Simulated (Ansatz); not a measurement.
A series at Ta: from `[CH3][Ta]([CH3])([CH3])=[O]`, ligands are replaced one by one, each step taking up H₂O and setting free CH₄; n counts the steps. Ansatz, PBE0-D4/def2-TZVP geometries. Each molecule was computed in one conformer, which needn't be the lowest.

```
n                       molecule  HOMO energy, ωB97M-V/def2-TZVPP (eV)
0  `[CH3][Ta]([CH3])([CH3])=[O]`                                     ?
1   `[CH3][Ta]([CH3])(=[O])[OH]`                                -10.43
2    `[CH3][Ta](=[O])([OH])[OH]`                                -10.65
3     `[O]=[Ta]([OH])([OH])[OH]`                                -10.94
```

Q: By hand: fit a straight line y = ȳ + b (n − n̄) to the 3 given rows and predict n = 0.

A: n̄ = 2.000, ȳ = -10.673; Σ(n − n̄)(y − ȳ) = -0.510, Σ(n − n̄)² = 2.000, so b = -0.255 eV a step. Prediction: -10.673 + (-0.255) × (-2.000) = -10.16 eV.

Q: By hand: compare with the computed value, -10.45 eV, and give the steps along the whole series.

A: The line misses by -0.29 eV (computed minus predicted). Steps: 0.02, -0.22, -0.29 eV.

The steps change sign along the series, so a line is a poor guide. The highest orbital can change its character along such a series. The miss is 56.9 % of the series' range.
